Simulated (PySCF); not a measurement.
**Exercise with solution: chemical shift, span and skew from a shielding tensor**

C₂H₉NOSi₂, SMILES CN1C[Si@@H](O)[SiH2]1. Atoms are numbered in the order given.

```xyz
15

C     -2.5518    -0.6933     0.5174
N     -1.1827    -0.2712     0.3503
C     -0.1705    -1.2886     0.0350
Si     1.3297    -0.0966     0.0393
O      2.2996    -0.0748    -1.3224
Si    -0.4862     1.3253     0.1736
H     -2.6425    -1.4538     1.3163
H     -3.1846     0.1632     0.7997
H     -2.9720    -1.1336    -0.4090
H     -0.1398    -2.0916     0.7981
H     -0.3378    -1.7734    -0.9490
H      2.1884    -0.2797     1.2508
H      3.1192    -0.5771    -1.2814
H     -0.7214     2.2289     1.3440
H     -0.9028     2.1028    -1.0393
```
Charge 0, spin multiplicity 1.

The structure is a stationary point at ωB97X-D3(BJ)/def2-SVP. The structure was generated by enumeration; whether it is a known compound was not checked. Other conformers were not sampled.

GIAO shieldings from PBE/pcSseg-1 (PySCF), non-relativistic, no solvent. The symmetric part of the tensor of N2 has the principal values 185.4, 241.1, 274.3 ppm. The same nucleus in NH3 has σ = 267.0 ppm at this level (PySCF, at its B3LYP-D3(BJ)/def2-TZVP geometry).

**Question.** Work out the isotropic shielding, the ¹⁵N shift against NH3, the span and the skew.

**Answer.** 
σ(iso) = (σ11 + σ22 + σ33)/3 = 233.6 ppm. δ = σ(ref) − σ(iso) = 267.0 − (233.6) = 33.4 ppm.
Span Ω = σ33 − σ11 = 88.9 ppm. Skew κ = 3(σ(iso) − σ22)/Ω = -0.25. Tumbling in solution averages the tensor to δ; in a static solid the shielding alone would spread this spin-1/2 line over Ω.
